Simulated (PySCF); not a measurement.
# Dipole response of Xe³⁴⁺ (xenon, charge +34)

[Ar] 3d2, high-spin 3F determinant. Computed with PySCF 2.14 in an uncontracted even-tempered set (16 s from 5.6 bohr⁻², ratio 2.5; 11 p from 7.3 bohr⁻², ratio 2.5; 7 d from 7.3 bohr⁻², ratio 2.5; 4 f from 25 bohr⁻², ratio 2.7; 3 g from 38 bohr⁻², ratio 2.7), with the non-relativistic Hamiltonian (point nucleus). Coupled (time-dependent) response in atomic units; α is the mean over directions.

```csv
method,mean α (bohr³),C₆ (like pair),S(−4)
UHF,0.01604,0.002280,0.0002051
PBE0,0.01598,0.002266,0.0002049
```

S(−4) is the Cauchy moment in α(ω) = α(0) + S(−4) ω² + …

Spin-orbit coupling is absent.

α(iu) at UHF:

```csv
u (hartree),α(iu) (bohr³)
0,0.01604
1.00,0.01584
2.00,0.01527
4.00,0.01342
6.00,0.01134
8.00,0.009513
10.0,0.008071
15.0,0.005794
20.0,0.004572
30.0,0.003294
50.0,0.002080
```

A single London oscillator, α(iu) = α/(1 + u²/ω²), gives C₆ = (3/4) ω α². Matching the computed C₆ needs ω = 4 × 0.002280 / (3 × 0.01604²) = 11.8 hartree.

For an ion, C₆ is the dispersion term alone; charge-induced terms of lower order in 1/R come first.

A non-relativistic calculation at this Z misses sizeable relativistic shifts. Spin-orbit coupling, absent here, splits the open shell strongly.
